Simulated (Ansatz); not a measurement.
Born–Oppenheimer molecular dynamics of a periodic cell of 40 atoms, H$_{3}$CCl (contents 8 CH3Cl, density as packed 0.70 g/cm³ with natural masses). It goes on from the last frame of an earlier run, with new velocities.

Computed with DFT PBE-D3(BJ), scalar-relativistic, plane waves, PAW in Ansatz. Settings: accuracy low, cutoff 420 eV, k mesh 1x1x1, fermi-dirac smearing 0.05 eV, no spin polarisation.

| Property | Result |
| --- | --- |
| ensemble | NVE (velocity Verlet) |
| time step | 0.75 fs |
| steps asked | 140 |
| starting velocities drawn for | 1000 K |
| seed | 877701 |

Frames 3.75 fs apart, positions in Å, forces in eV/Å.

Velocities at 37.5 fs (Å/ps):

```
C 9.27 10.06 11.93
Cl 2.90 9.96 3.32
H -7.55 -4.90 -11.64
H 41.82 48.04 2.35
H -24.77 -11.27 3.59
C 3.63 -5.64 5.47
Cl -1.34 -1.35 -4.55
H -16.58 8.66 25.05
H -0.65 9.01 70.66
H 33.35 1.31 -9.26
C -11.66 -9.92 -4.95
Cl 1.89 -5.04 -6.78
H 23.40 -15.94 59.68
H -2.88 27.62 -23.73
H 59.37 3.14 75.73
C 6.57 4.56 -3.84
Cl 1.69 1.65 -1.86
H 4.70 -0.73 8.37
H -3.15 -29.88 10.38
H -51.39 -35.25 28.68
C -2.61 9.47 -9.01
Cl -0.88 -3.28 0.91
H 16.60 -12.41 7.72
H 8.48 -28.83 -7.53
H 29.79 25.89 -7.91
C 2.21 -1.58 -7.64
Cl -6.50 0.43 -5.44
H -59.36 -21.61 57.54
H 10.76 -32.65 11.93
H -30.89 4.40 -39.06
C -4.09 5.54 0.20
Cl 0.82 1.01 0.93
H -4.10 -26.69 30.63
H -16.15 -7.57 25.46
H 22.15 -55.82 5.34
C 1.61 -1.61 0.60
Cl -1.28 -0.51 5.43
H 3.66 -11.92 -31.84
H -21.65 -33.86 -18.63
H 21.80 -30.13 95.48
```

```xyz
40
Lattice="9.8539 0.0000 0.0000 0.0000 9.8539 0.0000 0.0000 0.0000 9.8539" Properties=species:S:1:pos:R:3:forces:R:3 time_fs=37.5 energy_less_start_eV=0.258 T=950
C 0.218 2.581 2.128 -1.91 -0.48 -1.07
Cl 0.346 2.516 3.841 0.68 0.05 2.02
H -0.151 3.652 1.873 0.68 -2.00 -0.30
H 1.133 2.188 1.686 0.40 0.76 -0.29
H -0.514 1.714 1.942 0.40 1.67 -0.47
C 1.597 6.233 1.971 -0.58 2.46 -1.37
Cl 1.716 6.898 3.604 -0.30 0.25 0.20
H 0.593 5.870 1.720 0.17 -0.20 0.32
H 1.794 7.094 1.234 -0.16 -1.03 0.89
H 2.370 5.530 1.869 0.94 -1.32 -0.25
C 4.144 1.466 1.905 -2.39 -0.08 -0.04
Cl 4.452 3.126 2.504 -0.54 0.16 -0.20
H 4.937 0.968 2.336 1.49 -1.73 1.40
H 3.101 0.982 2.237 2.13 1.27 -0.74
H 4.383 1.378 0.845 -0.68 0.37 -0.38
C 9.953 5.198 8.145 -0.95 -2.34 2.13
Cl 8.568 5.546 9.450 1.10 -0.43 -1.01
H 9.826 4.046 7.896 0.58 2.35 0.55
H 9.716 5.800 7.319 -0.32 0.78 -1.12
H 10.877 5.530 8.653 -0.28 -0.53 -0.28
C 3.630 4.934 5.856 -1.85 -1.97 1.41
Cl 4.757 5.843 4.897 0.78 -0.05 -0.23
H 3.947 4.772 6.969 -0.37 0.66 -1.84
H 2.658 5.465 5.740 0.43 -0.06 0.62
H 3.335 3.882 5.469 1.07 1.36 0.09
C 8.579 9.165 2.927 -2.61 -1.15 3.22
Cl 8.373 9.390 4.833 0.04 -0.15 -2.29
H 8.184 9.983 2.446 -0.69 2.25 -0.98
H 9.569 8.986 2.824 3.18 -0.51 -0.54
H 7.953 8.317 2.687 -0.04 -0.52 0.01
C 7.724 10.152 7.916 1.39 1.31 -0.85
Cl 8.582 8.520 7.635 -1.08 0.93 1.39
H 6.619 10.235 7.970 0.38 -1.01 -0.69
H 8.022 10.750 8.813 0.55 -1.01 -0.19
H 8.204 10.671 7.025 -1.23 -0.05 0.96
C 8.153 5.107 3.570 -0.19 3.86 0.32
Cl 8.579 5.772 5.173 0.54 0.76 0.46
H 7.264 5.648 3.375 -2.02 -0.51 0.04
H 8.678 5.546 2.743 1.67 -0.56 -0.28
H 8.161 4.150 3.888 -0.38 -3.55 -0.62
40
Lattice="9.8539 0.0000 0.0000 0.0000 9.8539 0.0000 0.0000 0.0000 9.8539" Properties=species:S:1:pos:R:3:forces:R:3 time_fs=41.2 energy_less_start_eV=1.261 T=754
C 0.244 2.611 2.163 -0.07 -2.31 -2.00
Cl 0.359 2.553 3.857 0.64 0.10 2.19
H -0.145 3.540 1.817 -0.28 0.99 -0.29
H 1.266 2.413 1.695 -1.30 0.12 0.38
H -0.537 1.798 1.929 1.31 1.00 -0.34
C 1.609 6.218 1.987 0.72 -1.69 0.24
Cl 1.711 6.893 3.588 -0.05 0.26 1.78
H 0.566 5.887 1.826 0.74 -0.35 -0.23
H 1.790 7.109 1.488 0.27 1.33 -2.12
H 2.492 5.495 1.826 -1.59 0.61 0.13
C 4.102 1.426 1.903 6.94 0.37 2.71
Cl 4.458 3.107 2.479 -0.60 0.36 -0.02
H 4.986 0.869 2.576 -2.70 0.61 -1.35
H 3.161 1.131 2.115 -3.12 -1.06 0.36
H 4.593 1.395 0.968 -0.52 -0.29 -1.64
C 9.965 5.199 8.142 -2.87 0.46 1.02
Cl 8.576 5.552 9.441 0.63 -0.45 -0.90
H 9.875 4.165 7.955 -0.09 -1.38 -0.30
H 9.686 5.766 7.260 0.56 0.40 0.17
H 10.761 5.406 8.780 1.91 0.77 0.32
C 3.616 4.959 5.833 0.49 -0.60 1.78
Cl 4.755 5.831 4.900 1.17 0.87 -0.69
H 3.975 4.776 6.872 -0.28 0.59 -0.40
H 2.660 5.392 5.747 -1.28 0.99 0.32
H 3.497 4.006 5.425 -0.03 -1.90 -0.97
C 8.576 9.149 2.914 -1.30 -0.42 1.22
Cl 8.349 9.391 4.809 0.09 -0.60 -1.83
H 7.949 10.043 2.594 1.94 -0.41 -0.31
H 9.703 8.866 2.832 -1.98 1.09 -0.43
H 7.871 8.326 2.562 1.15 0.30 0.78
C 7.715 10.175 7.918 0.27 -1.45 1.99
Cl 8.584 8.525 7.641 -0.71 0.27 1.44
H 6.626 10.080 8.027 0.16 -0.30 -0.99
H 8.000 10.659 8.877 0.61 -0.39 -0.52
H 8.217 10.509 7.065 -0.31 2.05 -1.32
C 8.156 5.106 3.580 -1.34 -1.89 1.27
Cl 8.575 5.772 5.194 0.33 1.24 -0.12
H 7.169 5.559 3.277 0.26 -1.03 0.84
H 8.716 5.386 2.661 0.89 -0.48 1.01
H 8.209 3.990 4.122 -0.64 2.24 -3.17
40
Lattice="9.8539 0.0000 0.0000 0.0000 9.8539 0.0000 0.0000 0.0000 9.8539" Properties=species:S:1:pos:R:3:forces:R:3 time_fs=45.0 energy_less_start_eV=0.494 T=902
C 0.269 2.624 2.178 1.22 2.53 -0.95
Cl 0.373 2.591 3.882 0.27 0.06 1.51
H -0.162 3.521 1.731 -0.15 0.91 0.62
H 1.261 2.649 1.740 0.25 -0.83 -0.22
H -0.437 1.964 1.856 -1.30 -2.83 -1.05
C 1.630 6.194 2.001 0.64 2.39 -1.06
Cl 1.705 6.890 3.579 0.21 0.27 2.56
H 0.617 5.856 1.901 -0.32 -0.52 -0.71
H 1.802 7.207 1.522 -0.36 -1.65 -1.05
H 2.449 5.509 1.794 -0.08 -0.32 0.05
C 4.120 1.387 1.930 1.13 0.45 -0.97
Cl 4.462 3.090 2.453 -0.35 0.32 0.14
H 4.728 0.825 2.667 -0.69 -0.28 -0.41
H 2.985 1.204 1.996 1.78 0.04 -0.47
H 4.713 1.375 0.898 -1.89 -0.55 1.76
C 9.951 5.203 8.156 0.06 0.78 2.07
Cl 8.586 5.556 9.428 0.41 -0.42 -0.87
H 9.918 4.139 7.982 -0.27 -0.48 -0.32
H 9.719 5.793 7.208 0.88 -0.45 1.54
H 10.831 5.363 8.901 -0.89 0.37 -2.08
C 3.600 4.972 5.822 -2.11 -1.80 -2.19
Cl 4.758 5.823 4.900 1.32 1.73 -0.99
H 3.987 4.845 6.769 0.61 -0.15 2.47
H 2.556 5.416 5.798 1.16 -0.42 -0.07
H 3.662 3.973 5.297 -0.91 0.57 0.81
C 8.559 9.128 2.918 -1.31 1.97 1.20
Cl 8.325 9.389 4.777 0.16 -0.86 -1.25
H 7.932 10.095 2.677 2.26 -1.32 -0.62
H 9.650 8.871 2.783 -1.08 1.00 -0.24
H 7.914 8.352 2.528 -0.11 -0.80 0.38
C 7.712 10.185 7.934 0.82 -2.22 -1.33
Cl 8.582 8.531 7.652 -0.27 0.23 1.02
H 6.657 9.886 7.961 0.10 0.53 -0.36
H 8.057 10.522 8.890 0.35 0.60 0.37
H 8.156 10.580 6.998 -0.98 1.02 0.82
C 8.146 5.087 3.602 -0.59 -0.73 -0.69
Cl 8.572 5.777 5.214 -0.10 0.78 -0.74
H 7.087 5.353 3.279 1.25 -0.03 0.57
H 8.866 5.175 2.703 -0.78 0.43 1.71
H 8.176 4.061 3.975 -0.36 -0.34 -0.98
40
Lattice="9.8539 0.0000 0.0000 0.0000 9.8539 0.0000 0.0000 0.0000 9.8539" Properties=species:S:1:pos:R:3:forces:R:3 time_fs=48.8 energy_less_start_eV=0.086 T=985
C 0.299 2.655 2.179 -2.47 1.32 -2.55
Cl 0.389 2.629 3.912 0.07 -0.21 0.41
H -0.199 3.613 1.721 0.46 -1.08 1.28
H 1.282 2.787 1.760 0.69 -0.80 -0.26
H -0.406 1.874 1.693 1.57 0.54 0.99
C 1.654 6.193 2.005 -1.23 1.72 -1.38
Cl 1.700 6.887 3.579 0.31 0.31 1.88
H 0.648 5.766 1.891 0.21 0.10 -0.42
H 1.778 7.135 1.406 -0.23 -1.22 -0.41
H 2.401 5.476 1.768 1.00 -0.71 0.14
C 4.154 1.358 1.945 -4.18 1.48 0.28
Cl 4.464 3.074 2.428 -0.02 -0.10 0.21
H 4.386 0.713 2.749 0.90 -0.83 0.69
H 2.952 1.259 1.837 2.57 0.20 -0.03
H 4.619 1.283 1.005 0.74 -0.78 -1.11
C 9.935 5.214 8.193 -0.20 -3.61 1.94
Cl 8.599 5.558 9.413 0.33 -0.25 -0.70
H 9.923 4.038 7.967 -0.23 2.46 0.23
H 9.854 5.787 7.315 -0.21 0.86 -0.98
H 10.826 5.375 8.789 0.44 0.35 -0.21
C 3.568 4.967 5.798 1.35 -2.26 1.92
Cl 4.766 5.821 4.896 0.98 1.76 -0.93
H 4.034 4.906 6.883 -1.18 -0.17 -1.79
H 2.564 5.407 5.839 0.19 -0.08 -0.43
H 3.709 3.974 5.254 -1.27 0.68 1.25
C 8.524 9.123 2.937 -1.40 -1.38 2.11
Cl 8.302 9.385 4.741 0.24 -0.74 -0.71
H 8.171 10.032 2.666 -1.12 2.67 -1.81
H 9.512 8.992 2.694 2.68 -0.26 -0.25
H 7.954 8.290 2.549 -0.46 -0.27 0.22
C 7.717 10.171 7.940 1.01 -1.26 -1.43
Cl 8.579 8.539 7.668 0.18 0.39 0.34
H 6.700 9.759 7.851 -0.05 0.97 0.59
H 8.147 10.450 8.923 -0.80 0.44 -0.60
H 7.987 10.787 7.013 -0.31 -0.41 1.53
C 8.130 5.065 3.620 0.92 -0.61 1.50
Cl 8.569 5.784 5.232 -0.56 -0.36 -1.18
H 7.123 5.154 3.342 -1.36 1.67 -0.77
H 8.947 5.026 2.933 0.41 1.51 -0.86
H 8.096 4.020 3.711 0.04 -2.05 1.27
40
Lattice="9.8539 0.0000 0.0000 0.0000 9.8539 0.0000 0.0000 0.0000 9.8539" Properties=species:S:1:pos:R:3:forces:R:3 time_fs=52.5 energy_less_start_eV=0.401 T=924
C 0.310 2.701 2.154 1.15 -1.01 -1.12
Cl 0.405 2.666 3.944 0.18 -0.53 -0.48
H -0.191 3.600 1.861 -0.63 0.59 -0.16
H 1.368 2.819 1.754 -1.03 -0.40 0.46
H -0.215 1.812 1.636 0.78 1.03 1.18
C 1.667 6.206 1.995 0.10 -2.93 -1.13
Cl 1.696 6.886 3.587 0.19 0.40 0.45
H 0.701 5.684 1.827 0.26 0.33 0.21
H 1.728 6.928 1.216 0.24 1.04 -0.54
H 2.452 5.380 1.768 -0.74 1.35 0.81
C 4.149 1.343 1.964 1.52 -1.48 2.27
Cl 4.467 3.058 2.403 0.26 -0.49 0.15
H 4.166 0.530 2.881 0.68 2.10 -2.18
H 3.182 1.339 1.666 -3.62 0.09 -0.57
H 4.603 1.086 1.008 1.16 -0.25 0.36
C 9.917 5.194 8.247 0.63 2.35 -0.46
Cl 8.612 5.559 9.395 0.09 -0.06 -0.10
H 9.897 4.195 7.970 -0.28 -1.99 -0.61
H 9.967 5.855 7.353 -0.95 -0.36 0.33
H 10.883 5.433 8.648 0.64 -0.10 1.09
C 3.549 4.941 5.793 1.47 1.35 1.94
Cl 4.777 5.825 4.889 0.33 0.91 -0.52
H 3.954 4.941 6.822 -0.27 -0.40 -0.17
H 2.588 5.394 5.826 -0.94 0.55 -0.52
H 3.601 4.016 5.346 -0.52 -2.47 -0.69
C 8.479 9.115 2.972 2.12 1.87 -2.29
Cl 8.279 9.378 4.702 0.15 -0.26 -0.14
H 8.329 10.163 2.470 -1.05 -1.90 0.51
H 9.599 9.088 2.604 -1.50 -0.80 1.36
H 7.942 8.200 2.600 0.20 1.13 0.22
C 7.732 10.142 7.931 0.02 -0.75 -0.01
Cl 8.578 8.547 7.685 0.56 0.46 -0.30
H 6.729 9.752 7.814 -0.68 0.49 0.98
H 8.145 10.438 8.899 -0.83 0.27 0.12
H 7.782 10.958 7.203 0.95 -0.35 -0.44
C 8.120 5.035 3.649 -0.55 -4.23 0.61
Cl 8.564 5.790 5.245 -0.85 -0.80 -0.88
H 7.058 5.152 3.330 0.99 1.31 -0.19
H 9.054 5.060 3.088 -0.59 1.03 -0.78
H 8.023 3.756 3.607 0.37 2.92 1.22
```

Of the whole run (105 fs, mean temperature of the second half 919 K): The conserved energy stayed within 0.8 meV per atom of its start (net change 0.8 meV per atom), so there is no drift, though single steps change it by up to 22 meV in the whole system, a sign of fast motions only just resolved. A run of 0.1 ps of so small a system gives no equilibrium averages. Limits of this set-up: coarse k mesh, low accuracy level.

The run took 13 min on 1 thread of Arm Neoverse V1 (shared host), peak memory 0.78 GiB.
